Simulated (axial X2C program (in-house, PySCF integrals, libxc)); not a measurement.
## Spin–orbit effects down a group: molecules with Si, PBE0

Calculated with an in-house relativistic program for diatomic molecules, spin-free (one-electron X2C) or two-component (2c: spin–orbit coupling with atomic mean-field Coulomb and Gaunt terms, which also bring small scalar terms), in Dyall basis sets with cores contracted in-house; open shells are unrestricted.

Basis sets: Cr dyall-cv3z, Mo dyall-cv3z, Si dyall-v3z, W dyall-cv3z.

```
molecule  spin-free state  Re (Å)  ωe (cm⁻¹)  De (eV)  2c state  Re 2c (Å)  ωe 2c (cm⁻¹)  De 2c (eV)
    CrSi   M_S = 4, Λ = 0   2.525      272.7     1.26     Ω = 4      2.526         272.4        1.25
    MoSi   M_S = 2, Λ = 1   2.364      320.8     1.90     Ω = 3      2.361         321.2        1.91
     WSi   M_S = 2, Λ = 1   2.314      388.3      n/a     Ω = 3      2.307         390.1         n/a
```

Q: Work out the shifts from the spin-free to the two-component result.

A: 

| molecule | 2c state | ΔRe (Å) | Δωe (cm⁻¹) | ΔDe (eV) |
| --- | --- | --- | --- | --- |
| CrSi | Ω = 4 | 0.001 | -0.3 | -0.01 |
| MoSi | Ω = 3 | -0.003 | 0.4 | 0.01 |
| WSi | Ω = 3 | -0.007 | 1.8 | n/a |

Shifts of one unit in the last digit are rounding.

Each entry is the lowest single determinant of a limited PBE0 search at one distance. De goes to single-determinant-based atoms at the same level (for ions the charge split of lowest energy) and is withheld (n/a) where an atom does not fit its ground term or J level. Main or longest-lived isotopes. One determinant is a doubtful description, or other states lie close, for CrSi, MoSi, WSi; these need not be ground states, and all values refer to the states named. Some open-shell Ω = 0 determinants are out of reach, so the Ω given for CrSi, MoSi, WSi need not be the lowest component. With several unpaired electrons the Ω given is that of one determinant, not necessarily of the lowest component. Some light 2c atoms are not at their ground J level, so De misses part of their lowering (0.04 eV or less). The functionals have no current term, which raises determinants with orbital currents.
